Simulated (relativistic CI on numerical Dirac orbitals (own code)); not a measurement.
Computed by Dirac-Coulomb-Breit CI, separate exchange-only KLI orbitals for each configuration, model QED, unscaled Slater integrals (own radial code, finite nucleus).

Configuration list (outside the closed core [Ar] 3d10): 4s2.4p6.4d10.4f2, 4s2.4p6.4d10.4f.5s, 4s2.4p6.4d10.5s2, 4s2.4p6.4d9.4f3, 4s2.4p6.4d10.4f.5p, 4s2.4p6.4d10.5s.5p, 4s2.4p6.4d10.4f.5d, 4s2.4p5.4d10.4f3, 4s2.4p6.4d10.5p.5d, 4s2.4p6.4d9.4f2.5s, 4s2.4p6.4d10.4f.5f, 4s2.4p6.4d10.4f.6s, 4s.4p6.4d10.4f3, 4s2.4p6.4d9.4f2.5p, 4s2.4p6.4d10.4f.6p, 4s2.4p6.4d10.4f.5g, 4s2.4p6.4d10.4f.6d, 4s2.4p6.4d10.4f.7s, 4s2.4p6.4d10.4f.6g, 4s.4p6.4d10.4f.5s2, 4s.4p6.4d10.4f.5p2, 4s2.4p6.4d10.5p2, 4s2.4p6.4d9.5s.5p2, 4s2.4p6.4d10.5s.5d, 4s2.4p6.4d9.5s2.5d, 4s2.4p6.4d10.5d2, 4s2.4p6.4d9.5s.5d2. Double excitations out of closed p, d and f shells are left out; levels of such configurations are missing from the list, as are those of other unlisted configurations, and high levels can miss mixing partners.

At this charge transitions that keep the count of f electrons are usually good to a few per cent. Terms inside the open d or f shell come out 10 to 20 % too wide with unscaled integrals. Levels that differ in their count of f electrons can be misplaced by several ten thousand cm⁻¹, since the correlation energy of f electrons is missing or only estimated; rates across such gaps can be off by orders of magnitude.

Outline of the computed level scheme of Yb XXIII. Lowest level of each configuration: 4s2.4p6.4d10.4f2 3H_4 at 0.000 eV; 4s2.4p6.4d10.4f.5s 3F°_2 at 75.732 eV; 4s2.4p6.4d10.4f.5p 3G_3 at 113.285 eV; 4s2.4p6.4d10.5s2 1S_0 at 160.581 eV; 4s2.4p6.4d9.4f3 5H°_3 at 171.286 eV.

Some strong electric-dipole decays among the lowest 45 levels: 4s2.4p6.4d10.4f.5p 3D_1 → 4s2.4p6.4d10.4f.5s 3F°_2 (4.1e+10 s⁻¹); 4s2.4p6.4d10.4f.5p 1D_2 → 4s2.4p6.4d10.4f.5s 1F°_3 (3.9e+10 s⁻¹); 4s2.4p6.4d10.4f.5p 3G_5 → 4s2.4p6.4d10.4f.5s 3F°_4 (3.9e+10 s⁻¹); 4s2.4p6.4d10.4f.5p 3G_4 → 4s2.4p6.4d10.4f.5s 3F°_3 (3.0e+10 s⁻¹); 4s2.4p6.4d10.4f.5p 3D_2 → 4s2.4p6.4d10.4f.5s 3F°_2 (2.7e+10 s⁻¹); 4s2.4p6.4d10.4f.5p 3D_3 → 4s2.4p6.4d10.4f.5s 1F°_3 (2.2e+10 s⁻¹); 4s2.4p6.4d10.4f.5p 1G_4 → 4s2.4p6.4d10.4f.5s 1F°_3 (1.8e+10 s⁻¹); 4s2.4p6.4d10.4f.5p 3F_3 → 4s2.4p6.4d10.4f.5s 3F°_2 (1.8e+10 s⁻¹).

LS names give the leading component of a level, which can be under half, so a name can repeat, a term be missing and a line seem to break the LS rules.
